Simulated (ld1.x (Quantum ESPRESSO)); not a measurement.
Logarithmic derivatives: O (Z = 8), RRKJ

* Element: oxygen
* Generator: ld1.x (Quantum ESPRESSO) 7.5
* Type: norm-conserving RRKJ (Kleinman–Bylander form)
* Functional: LDA (PZ)
* Relativity: scalar-relativistic
* Frozen core: none
* Valence charge: 8
* Reference configuration: 1s2 2s2 2p4
* Partial waves: 1s (bound): rc 0.30 bohr; 2p (bound): rc 2.00 bohr
* Local potential: all-electron potential smoothed inside 0.75 bohr (lloc = -1)
* Core correction: none

Occupied shells without a wave of their own: 2s. They enter only through the test configuration that unscreens the potential.

The phase is arctan(r·u′/u) with u = r·R(r), unwrapped; energies in Ry, scanned from -40 to 5 Ry. A pole is an energy at which the radial function vanishes at the test radius. The pseudo phase is shifted by a multiple of π to meet the all-electron one at the reference energy, and phase errors are pseudo minus all-electron; the curves can meet again beyond the range given. Levels narrower than the energy grid can be missing from the lists of poles.

| channel | radius (bohr) | reference energy (Ry) | poles, all-electron | poles, pseudo | unbroken range about the reference energy with phases within 0.05 rad | phase error 1 Ry above the reference energy (rad) |
| --- | --- | --- | --- | --- | --- | --- |
| s | 2.20 | -37.55 | -1.45 | -1.13 | below -2.5 | +0.000 |
| p | 2.20 | -0.68 | -0.30 | -0.29 | below 1.2 | +0.012 |

A Bessel basis up to 400 Ry misses an occupied level by 2.22 Ry, so cutoffs and ghosts were not judged. The potential misses its own reference levels by up to 3.2 eV, so it is not fit for use.

Phases in the s channel:

| E (Ry) | all-electron | pseudo |
| --- | --- | --- |
| -40.00 | 1.498 | 1.498 |
| -37.60 | 1.496 | 1.496 |
| -35.20 | 1.494 | 1.494 |
| -32.80 | 1.491 | 1.491 |
| -30.40 | 1.488 | 1.488 |
| -28.00 | 1.484 | 1.484 |
| -25.60 | 1.480 | 1.480 |
| -23.20 | 1.475 | 1.475 |
| -20.80 | 1.470 | 1.470 |
| -18.40 | 1.463 | 1.463 |
| -16.00 | 1.455 | 1.455 |
| -13.60 | 1.445 | 1.445 |
| -11.20 | 1.431 | 1.431 |
| -8.80 | 1.411 | 1.411 |
| -6.40 | 1.379 | 1.379 |
| -4.00 | 1.309 | 1.310 |
| -1.60 | -1.446 | -0.859 |
| 0.80 | -2.100 | -1.996 |
| 3.20 | -4.336 | -4.190 |
